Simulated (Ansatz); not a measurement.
Ideal-gas functions of CH3KS, SMILES `C[S][K]` at 800 K and 1 bar, from an Ansatz frequency run at PBE0-D4/def2-TZVP.

Molar mass 86.2 g/mol, point group Cs (symmetry number 1), electronic degeneracy 1, moments of inertia 24.427, 227.108, 248.372 u Å². Harmonic wavenumbers (cm⁻¹, unscaled): 22, 51, 242, 734, 944, 951, 1333, 1473, 1478, 3025, 3092, 3100.

Use S(trans) = R[1.5 ln M + 2.5 ln T − 1.1517]; rotational temperatures θ = 24.2544 K / I; S(rot) = R[ln(√π/σ · √(T³/θAθBθC)) + 1.5]; for each mode x = 1.438777 ν̃/T, S = R[x/(eˣ − 1) − ln(1 − e⁻ˣ)] and H = RT x/(eˣ − 1); 1 cm⁻¹ = 0.0119627 kJ/mol; R = 8.31446 J/(mol·K).

Problem. By hand: the entropy, in J/(mol·K).

Solution. Translation 185.0. Rotation: θ = 0.9929, 0.1068, 0.0977 K, giving 119.6. Vibration, mode by mode: 35.17, 28.18, 15.30, 6.58, 4.85, 4.80, 2.79, 2.29, 2.27, 0.23, 0.21, 0.21, in all 102.9. Electronic 0.0. Sum 407.5 J/(mol·K).

Problem. By hand: H − E and G − E in kJ/mol, counted from the electronic energy.

Solution. Zero-point energy ½ × 16445 × 0.0119627 = 98.4; thermal vibration 31.1; translation, rotation and pV give 4 RT = 26.6. H − E = 156.1 kJ/mol, and G − E = 156.1 − 800 × 407.5/1000 = -169.9 kJ/mol.

Vibration gives 25 % of the entropy, 63.3 J/(mol·K) of it from the modes under 150 cm⁻¹: soft modes count most, and the harmonic formula is weakest for them.
